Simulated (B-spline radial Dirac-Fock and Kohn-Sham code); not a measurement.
**L3 electron-impact ionisation of neutral atoms, Sr to Sn**

Model: the relativistic binary-encounter-Bethe (RBEB) model with Dirac-Fock orbital kinetic energies; direct ionisation only. Program: a radial atomic solver. It is a semi-empirical estimate, with tabulated edges as binding energies. Cross sections in barn.

| Z | element | 2 keV | 5 keV | 10 keV | 20 keV | 30 keV | 200 keV |
| --- | --- | --- | --- | --- | --- | --- | --- |
| 38 | Sr | 273 | 9340 | 11400 | 9920 | 8410 | 3220 |
| 40 | Zr | – | 6410 | 8700 | 7950 | 6860 | 2730 |
| 41 | Nb | – | 5290 | 7620 | 7140 | 6220 | 2520 |
| 42 | Mo | – | 4370 | 6690 | 6440 | 5660 | 2340 |
| 43 | Tc | – | 3580 | 5870 | 5800 | 5150 | 2170 |
| 44 | Ru | – | 2920 | 5160 | 5230 | 4690 | 2010 |
| 45 | Rh | – | 2360 | 4530 | 4730 | 4280 | 1880 |
| 46 | Pd | – | 1890 | 3980 | 4280 | 3920 | 1750 |
| 47 | Ag | – | 1490 | 3490 | 3870 | 3580 | 1630 |
| 48 | Cd | – | 1150 | 3060 | 3500 | 3270 | 1520 |
| 49 | In | – | 867 | 2670 | 3170 | 2990 | 1420 |
| 50 | Sn | – | 634 | 2330 | 2860 | 2730 | 1330 |

Values without a named source are computed, but for edge energies of neutral atoms, which are taken from tables.
